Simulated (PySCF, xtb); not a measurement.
PbS, SMILES [S]=[Pb] (connectivity only; charge and spin as stated), neutral, multiplicity 1.

Harmonic wavenumbers (cm⁻¹) from GFN2-xTB run with xtb at its own minimum, in rising order: 443.

Task: What does B3LYP-D3(BJ)/def2-TZVP (PySCF 2.14.0) give at its own minimum? (Estimate from the structure and the level; the computed values follow.)

Result: 435. Paired by order, the mean absolute difference is 7 cm⁻¹ and the zero-point energies are 0.6 and 0.6 kcal/mol.
